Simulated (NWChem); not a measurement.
Program: NWChem. System: HOSi, charge 1, spin multiplicity 1, at the geometry of a parent with another charge or spin, in a state set for the comparison that need not be this species' ground state. Level: MP2/def2-TZVP, 6 core orbitals frozen.

Input file:

```
start mol
memory heap 200 mb stack 900 mb global 1100 mb
charge 1
geometry units angstroms nocenter noautoz
  O      0.480094     0.920706     0.000000
  Si    -0.307886    -0.402734     0.000000
  H      0.469655    -1.727372     0.000000
  symmetry group Cs
end
basis spherical
  * library def2-tzvp
end
scf
  rhf
  nopen 0
  maxiter 100
  thresh 1e-7
  semidirect memsize 60000000 filesize 0
end
mp2
  freeze core 6
end
task mp2 energy
```

Part of the output:

```
             Northwest Computational Chemistry Package (NWChem) 7.3.0
             --------------------------------------------------------

                                NWChem Input Module
                                -------------------

 Scaling coordinates for geometry "geometry" by  1.889725989
 (inverse scale =  0.529177249)

 Turning off AUTOSYM since
 SYMMETRY directive was detected!

                             Geometry "geometry" -> ""
                             -------------------------

 Output coordinates in angstroms (scale by  1.889725989 to convert to a.u.)

  No.       Tag          Charge          X              Y              Z
 ---- ---------------- ---------- -------------- -------------- --------------
    1 O                    8.0000     0.48009400     0.92070600     0.00000000
    2 Si                  14.0000    -0.30788600    -0.40273400     0.00000000
    3 H                    1.0000     0.46965500    -1.72737200     0.00000000

 Effective nuclear repulsion energy (a.u.)      44.9010356348

            Nuclear Dipole moment (a.u.)
            ----------------------------
        X                 Y               Z
 ---------------- ---------------- ----------------
     0.0000056692    -0.0000000000     0.0000000000

      Symmetry information
      --------------------

 Group name             Cs
 Group number              2
 Group order               2
 No. of unique centers     3

      Symmetry unique atoms

     1    2    3


 Summary of "ao basis" -> "" (spherical)
 ------------------------------------------------------------------------------
       Tag                 Description            Shells   Functions and Types
 ---------------- ------------------------------  ------  ---------------------
 *                         def2-tzvp                  on all atoms

 Summary of "ao basis" -> "ao basis" (spherical)
 ------------------------------------------------------------------------------
       Tag                 Description            Shells   Functions and Types
 ---------------- ------------------------------  ------  ---------------------
[...]
     1   1 0 0     -1.270217      0.000000      0.000006
     1   0 1 0     -2.222278      0.000000     -0.000000
     1   0 0 1     -0.000000      0.000000      0.000000

     2   2 0 0     -8.984037      0.000000     12.111660
     2   1 1 0      0.072728      0.000000     15.930092
     2   1 0 1     -0.000000      0.000000      0.000000
     2   0 2 0     -9.580425      0.000000     42.981815
     2   0 1 1      0.000000      0.000000      0.000000
     2   0 0 2     -9.971117      0.000000      0.000000

                   NWChem MP2 Semi-direct Energy/Gradient Module
                   ---------------------------------------------

  Basis functions       =     74
  Molecular orbitals    =     74
  Frozen core           =      6
  Frozen virtuals       =      0
  Active alpha occupied =      5
  Active beta occupied  =      5
  Active alpha virtual  =     63
  Active beta virtual   =     63
  Use MO symmetry       = T
  Use skeleton AO sym   = T

  AO/Fock/Back tols     =   1.0D-09  1.0D-09  1.0D-09

 GA uses MA = F    GA memory limited = T

 Available:
  local mem=  1.26D+08
 global mem=  1.44D+08
 local disk=  0.00D+00
  mp2_memr nvloc                    63
  nvloc new                    63
   1 passes of   5:        4194304                      26914                   2972899.
   1 passes of   5: M    126150307           G      144168248           F     121956003.

 Semi-direct pass number   1 of   1  for RHF alpha+beta  at        1.9s
  vrange nnbf                  2767
  mp2_eaftype                    11  avail_ma_in_mb                  1099
 EAF : mp2_eaftype filesize          11    1486449.
  mp2_eaf for mointskh                     11
Node 0 wrote      7.0 Mb in      0.0 s     Agg I/O rate:  2480.2 Mb/s
 Done moints_semi at        4.1s
  mp2_eaftype                    11  avail_ma_in_mb                  1088
 EAF : mp2_eaftype filesize          11    1486449.
  mp2_eaf for kh                    11
 Done maket at        4.2s
 Done multipass loop at        4.2s

          -------------------------------------------
          SCF energy                -364.005411034782
          Correlation energy          -0.353929468274
          Singlet pairs               -0.223999616741
          Triplet pairs               -0.129929851532
          Total MP2 energy          -364.359340503056
          -------------------------------------------

          ---------------------------------------------------
                    Spin Component Scaled (SCS) MP2
          Same spin pairs                     -0.086619901022
          Same spin scaling factor             0.333333333333
          Opposite spin pairs                 -0.267309567252
          Opposite spin scaling fact.          1.200000000000
          SCS-MP2 correlation energy          -0.349644781043
          Total SCS-MP2 energy              -364.355055815825
          ---------------------------------------------------

 -----------------------
 Performance information
 -----------------------

 Timer overhead =  2.29D-07 seconds/call

               Nr. of calls         CPU time (s)                 Wall time (s)                GFlops
             ---------------    -------------------     ------------------------------   -------------------
Name         Min   Avg   Max    Min     Avg     Max     Min     Avg     Max   Mx/calls   Min     Max     Sum
mp2: moin     1     1     1    2.2     2.2     2.2      2.2     2.2     2.2     2.2      0.0     0.0     0.0
mp2: make     1     1     1   7.31E-2 7.31E-2 7.31E-2  7.31E-2 7.31E-2 7.31E-2 7.31E-2   0.0     0.0     0.0
mp2: tota     1     1     1    2.3     2.3     2.3      2.3     2.3     2.3     2.3      0.0     0.0     0.0

 The average no. of pstat calls per process was 3.00D+00
 with a timing overhead of 6.88D-07s

 Task  times  cpu:        4.2s     wall:        4.2s

 Total times  cpu:        4.2s     wall:        4.2s
```
